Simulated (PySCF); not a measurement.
Bond curve of PrBr

Set-up: basis Pr x2c-SVPall, Br x2c-SVPall; spin-free X2C with a Gaussian nucleus; PySCF 2.14. Energies in eV from Pr (4f3 6s2) + Br in their ground configurations at the same level. State: quintet, about 2.9 electrons in the 4f shell (Mulliken), real f orbitals that mix terms.

All columns are PBE0. A positive dipole means Pr(−)Br(+).

| R (Å) | E (eV) | μ (D) | Mulliken charge on Pr (basis-dependent) | HOMO (eV) | LUMO (eV) | Mayer bond order | ⟨S²⟩ |
| --- | --- | --- | --- | --- | --- | --- | --- |
| 2.366 | -3.469 | -3.16 | 0.17 | -3.35 | -1.46 | 1.44 | 6.00 |
| 2.476 | -3.990 | -3.63 | 0.24 | -3.54 | -1.54 | 1.33 | 6.00 |
| 2.586 | -4.270 | -4.10 | 0.30 | -3.72 | -1.63 | 1.24 | 6.00 |
| 2.668 | -4.367 | -4.46 | 0.34 | -3.84 | -1.70 | 1.17 | 6.00 |
| 2.751 | -4.392 | -4.82 | 0.37 | -3.90 | -1.78 | 1.12 | 6.00 |
| 2.833 | -4.363 | -5.20 | 0.41 | -3.97 | -1.85 | 1.07 | 6.00 |
| 2.944 | -4.264 | -5.73 | 0.44 | -4.07 | -1.95 | 1.01 | 6.00 |
| 3.081 | -4.076 | -6.41 | 0.47 | -4.19 | -2.07 | 0.96 | 6.00 |
| 3.246 | -3.799 | -7.27 | 0.50 | -4.33 | -2.21 | 0.90 | 6.00 |
| 3.466 | -3.397 | -8.44 | 0.53 | -4.50 | -2.40 | 0.84 | 6.00 |

A fit through these points gives, at Re = 2.744 Å, μ = -4.79 D and dμ/dR = -4.49 D/Å; the reduced mass is 50.59 u.

How strong is the fundamental in the double-harmonic approximation, I = 42.26·(dμ/dR)²/μred km/mol?

I = 42.26·(-4.49)²/50.59 = 16.8 km/mol at PBE0.

Spin–orbit coupling is left out, which matters for elements this heavy, above all for dissociation energies. With d or f electrons several states lie close, and the lowest PBE0 determinant need not be the measured ground state.
